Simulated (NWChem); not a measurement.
**Ionisation of CClF2**

```xyz
4

F      1.0532    -0.0780    -1.0793
C      0.4266     0.3236     0.0000
F      1.0532    -0.0780     1.0793
Cl    -1.2657    -0.0316     0.0000
```
Charge 0, spin multiplicity 2.

Everything below was run with NWChem. The geometry was optimised at UPBE0/def2-SVP, a minimum by its harmonic frequencies.

Basis set: def2-TZVP. The species with one electron less has spin multiplicity 1 and keeps the geometry of the parent. Δ marks differences of total energies (open shells unrestricted; coupled cluster on restricted open-shell references). That singlet is a closed-shell solution.

The correlated methods keep 8 core orbitals frozen. The structure started from a generated list of species. The unpaired electrons of the parent sit in orbitals of symmetry a' (Cs labels of the run); other states weren't searched. The stability of the SCF solutions was not checked. Open-shell Hartree-Fock references start from PBE0 orbitals.

One of these methods gave a first vertical ionisation energy of 11.00 eV. Which?
A. ΔBHandHLYP
B. evGW0@PBE0
C. G0W0@HF
D. ΔPBE

C, G0W0@HF. The others give 9.87 (evGW0@PBE0), 10.33 (ΔBHandHLYP), 9.59 (ΔPBE).
